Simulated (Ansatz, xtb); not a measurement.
**C6H3NO2: 5 structures ranked**

5 gas-phase structures of C6H3NO2, from a drawn sample of its isomers (lower ones may exist). Each was relaxed with GFN2-xTB; where two conformers were screened, the lower at r2SCAN-D4/def2-SVP is listed:

A. `N#CC1=CC(=O)OC=C1`, a singlet
B. `N#Cc1ccc(C=O)o1`, a singlet
C. `N#CC1C(=O)C=CC1=O`, a singlet
D. `C#CC1=CC(=O)OC=N1`, a singlet
E. `N#CC1=COC(=O)C=C1`, a singlet

Task: Estimate their order in r2SCAN-D4/def2-SVP energy at these geometries, lowest first.

Result: Calculated order at r2SCAN-D4/def2-SVP: E (0.0), A (1.4), B (13.1), C (14.1), D (31.0) kcal/mol.

Energies above the lowest of each column, in kcal/mol; the last columns are at B3LYP-D3(BJ)/def2-SVP geometries and were run for some of them only (a dash: not run or not comparable):

```tsv
structure	GFN2-xTB	HF/STO-3G	r2SCAN-D4/def2-SVP	B3LYP-D3(BJ)/def2-SVP	CCSD(T)/def2-SVP + ΔMP2/def2-TZVPP
E	0.0	0.0	0.0	0.0	0.0
A	0.9	2.5	1.4	1.6	1.2
B	9.3	1.9	13.1	13.4	–
C	18.1	6.9	14.1	11.7	7.0
D	12.5	45.3	31.0	–	–
```

Every level run on E puts it lowest or level with the lowest. Flexible structures stand in one conformer each, not always the lowest. Frequencies (GFN2-xTB) were run for A, C, E alone. ΔMP2 is the change of the MP2 energy from the smaller to the larger basis.

Over these structures GFN2-xTB departs from r2SCAN-D4/def2-SVP by 5.9 kcal/mol on average once a common shift is removed. A GFN2-xTB relaxation took about 0.07 s and the r2SCAN-D4/def2-SVP energy about 1.9 s on a shared host (Ansatz 0.2.0, xtb 6.7.1).
